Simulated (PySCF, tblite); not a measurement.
Isomers of C4H12ClFSi2, one GFN2-xTB conformer each. Single-point energies are computed at PBE0/pcSseg-1 (PySCF, gas phase, no added dispersion term), electronic only.

| SMILES | GFN2-xTB relative energy (kJ/mol) |
| --- | --- |
| C[SiH2]C[C@H](CF)[SiH2]Cl | 0.0 |
| CC[SiH2][C@H](F)[SiH2]CCl | 181.2 |
| FC[C@H](Cl)[SiH2]CC[SiH3] | 135.9 |

Conformers: `[CH3:1][SiH2:2][CH2:3][C@H:4]([CH2:5][F:6])[SiH2:7][Cl:8]` with C1–Si2–C3–C4 -178°, Si2–C3–C4–C5 -71°, C3–C4–C5–F6 -68°, C3–C4–Si7–Cl8 -67°; `[CH3:1][CH2:2][SiH2:3][C@H:4]([F:5])[SiH2:6][CH2:7][Cl:8]` with C1–C2–Si3–C4 -57°, C2–Si3–C4–F5 -51°, Si3–C4–Si6–C7 172°, C4–Si6–C7–Cl8 -179°; `[F:1][CH2:2][C@H:3]([Cl:4])[SiH2:5][CH2:6][CH2:7][SiH3:8]` with F1–C2–C3–Cl4 81°, C2–C3–Si5–C6 -171°, C3–Si5–C6–C7 -179°, Si5–C6–C7–Si8 180°.

Problem. What does PBE0/pcSseg-1 give for the same structures?

Solution. 
| SMILES | PBE0/pcSseg-1 E (Eh) | PBE0/pcSseg-1 (kJ/mol) | GFN2-xTB (kJ/mol) | point group |
| --- | --- | --- | --- | --- |
| C[SiH2]C[C@H](CF)[SiH2]Cl | -1297.97379 | 0.0 | 0.0 | C1 |
| CC[SiH2][C@H](F)[SiH2]CCl | -1297.91222 | 161.7 | 181.2 | C1 |
| FC[C@H](Cl)[SiH2]CC[SiH3] | -1297.91073 | 165.6 | 135.9 | C1 |

Both levels put the same isomer lowest; measured from each level's own lowest isomer, the values differ by up to 29.7 kJ/mol (FC[C@H](Cl)[SiH2]CC[SiH3]: 135.9 against 165.6). Neighbours under 10 kJ/mol apart (CC[SiH2][C@H](F)[SiH2]CCl and FC[C@H](Cl)[SiH2]CC[SiH3]) can change places with a better method, another conformer or zero-point energy.

Problem. Which frontier levels, dipoles and rotational constants go with these structures?

Solution. 
```json
{"SMILES": "C[SiH2]C[C@H](CF)[SiH2]Cl", "HOMO (eV, PBE0/pcSseg-1)": "-7.96", "LUMO (eV)": "0.47", "dipole (D)": "1.42", "A, B, C (MHz)": "1329, 634.4, 466.4"}
{"SMILES": "CC[SiH2][C@H](F)[SiH2]CCl", "HOMO (eV, PBE0/pcSseg-1)": "-7.75", "LUMO (eV)": "-0.02", "dipole (D)": "2.83", "A, B, C (MHz)": "3445, 384.1, 366.6"}
{"SMILES": "FC[C@H](Cl)[SiH2]CC[SiH3]", "HOMO (eV, PBE0/pcSseg-1)": "-7.92", "LUMO (eV)": "0.31", "dipole (D)": "2.34", "A, B, C (MHz)": "2371, 425.8, 380.3"}
```

Problem. What happens when harmonic zero-point energies from GFN2-xTB frequencies are added?

Solution. 
| SMILES | ZPE (kJ/mol) | electronic (kJ/mol) | with ZPE (kJ/mol) |
| --- | --- | --- | --- |
| C[SiH2]C[C@H](CF)[SiH2]Cl | 382.8 | 0.0 | 0.0 |
| CC[SiH2][C@H](F)[SiH2]CCl | 378.3 | 161.7 | 157.1 |
| FC[C@H](Cl)[SiH2]CC[SiH3] | 375.1 | 165.6 | 157.9 |

The zero-point energies span 7.7 kJ/mol. The order is unchanged.
